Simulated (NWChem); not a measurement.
System meant: Sn, triplet

Input file for NWChem:

```
start job
memory heap 200 mb stack 900 mb global 1100 mb
geometry units angstroms noautoz
  Sn     0.000000     0.000000     0.000000
end
basis spherical
  Sn library def2-svp
end
ecp
  Sn library def2-ecp
end
dft
  odft
  mult 4
  xc pbe0
  iterations 150
  mulliken
end
task dft energy
```

End of the output:

```
  No.       Tag          Charge          X              Y              Z
 ---- ---------------- ---------- -------------- -------------- --------------
    1 Sn                  50.0000     0.00000000     0.00000000     0.00000000

      Atomic Mass
      -----------

      Sn               117.901800

 Effective nuclear repulsion energy (a.u.)       0.0000000000

            Nuclear Dipole moment (a.u.)
            ----------------------------
        X                 Y               Z
 ---------------- ---------------- ----------------
     0.0000000000     0.0000000000     0.0000000000

            XYZ format geometry
            -------------------
     1
 geometry
 Sn                    0.00000000     0.00000000     0.00000000

 Summary of "ao basis" -> "" (spherical)
 ------------------------------------------------------------------------------
       Tag                 Description            Shells   Functions and Types
 ---------------- ------------------------------  ------  ---------------------
 Sn                         def2-svp                10       26   4s4p2d

                                 NWChem DFT Module
                                 -----------------

 Summary of "ao basis" -> "ao basis" (spherical)
 ------------------------------------------------------------------------------
       Tag                 Description            Shells   Functions and Types
 ---------------- ------------------------------  ------  ---------------------
 Sn                         def2-svp                10       26   4s4p2d

  number of electrons :                   22
  multiplicity        :                    4
 ------------------------------------------------------------------------
  no. of electrons and multiplicity not compatible                  22
 ------------------------------------------------------------------------
 ------------------------------------------------------------------------
  current input line :
    19: task dft energy
 ------------------------------------------------------------------------
 ------------------------------------------------------------------------
 There is an error in the input file
 ------------------------------------------------------------------------
 For more information see the NWChem manual at https://nwchemgit.github.io

0: no. of electrons and multiplicity not compatible:Received an Error in Communication
```

What is wrong, and how is it mended?

The program refused the input. Cause: the multiplicity doesn't fit the number of electrons (an even count wants an odd multiplicity, and the reverse). This input runs:
```
start job
memory heap 200 mb stack 900 mb global 1100 mb
geometry units angstroms noautoz
  Sn     0.000000     0.000000     0.000000
end
basis spherical
  * library def2-svp
end
ecp
  Sn library def2-ecp
end
dft
  odft
  mult 3
  xc pbe0
  iterations 150
  mulliken
end
task dft energy
```
It converges to -214.25429 Ha (PBE0/def2-SVP with def2 effective core potentials on Sn, spin-unrestricted).
